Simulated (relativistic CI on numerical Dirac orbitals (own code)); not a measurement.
**Sensitivity of the levels of Au³²⁺ to α and to the nuclear radius**

Calculated at this level of theory: Dirac-Coulomb-Breit CI, separate exchange-only KLI orbitals for each configuration, derivatives by finite differences, unscaled Slater integrals, QED left out (own radial code, finite nucleus).

Configurations in the expansion (outside the closed core [Ar] 3d10): 4s2 4p6 4d10 4f, 4s2 4p6 4d9 4f2, 4s2 4p6 4d10 5s, 4s2 4p6 4d10 5p, 4s2 4p5 4d10 4f2, 4s2 4p6 4d10 5d, 4s 4p6 4d10 4f2, 4s2 4p6 4d9 4f 5s. Levels of other configurations are missing.

With x = (α/α₀)² − 1 an excitation energy changes as ω = ω₀ + qx; K = 2q/ω₀ is the relative enhancement. Terms are leading LS components, so labels can repeat. The field-shift factor is F = δν/δ⟨r²⟩ for the transition from the lowest level.

Lowest level 4s2 4p6 4d10 4f 2F°_5/2.

```
                  Level  ω₀ (cm⁻¹)  q (cm⁻¹)  F (GHz/fm²)
4s2 4p6 4d10 4f 2F°_7/2      46396     43590         2.28
 4s2 4p6 4d10 5s 2S_1/2    1726472   -666200         1210
 4s2 4p6 4d9 4f2 4F_3/2    1745964     12570         30.1
 4s2 4p6 4d9 4f2 4F_5/2    1750909      9382         30.2
 4s2 4p6 4d9 4f2 4G_7/2    1769909     14490         30.7
4s2 4p6 4d9 4f2 2K_13/2    1792643      2333         30.5
 4s2 4p6 4d9 4f2 4F_7/2    1796468     39260           32
 4s2 4p6 4d9 4f2 4H_9/2    1798255     17100         30.9
 4s2 4p6 4d9 4f2 4D_5/2    1800785     12210           31
 4s2 4p6 4d9 4f2 4F_9/2    1808553     45420         32.3
4s2 4p6 4d9 4f2 4I_11/2    1813934      6515         30.7
 4s2 4p6 4d9 4f2 4D_3/2    1816293     21850         31.3
 4s2 4p6 4d9 4f2 2F_5/2    1817179     47910         32.4
4s2 4p6 4d9 4f2 4K_15/2    1820241     43540         32.6
 4s2 4p6 4d9 4f2 4G_7/2    1823585     27060         31.8
 4s2 4p6 4d9 4f2 4D_7/2    1830000     39720         32.4
4s2 4p6 4d9 4f2 4G_11/2    1830751     45120         32.4
 4s2 4p6 4d9 4f2 4D_1/2    1831523     23710         31.5
4s2 4p6 4d9 4f2 4H_13/2    1839860     45930         32.5
4s2 4p6 4d9 4f2 4K_17/2    1840066     61860         33.6
 4s2 4p6 4d9 4f2 4D_5/2    1845960     51270         32.9
 4s2 4p6 4d9 4f2 4G_9/2    1846907     25700         31.9
 4s2 4p6 4d9 4f2 2H_9/2    1851736     42540         32.7
```

At this charge energies of transitions that change n are usually good to better than 1 %, and those within a shell (Δn = 0) to a few per cent.

(1) Which transition from the lowest level has the largest |K|?

Results:

(1) 4s2 4p6 4d10 4f 2F°_7/2 at 46396 cm⁻¹, K = 1.88.
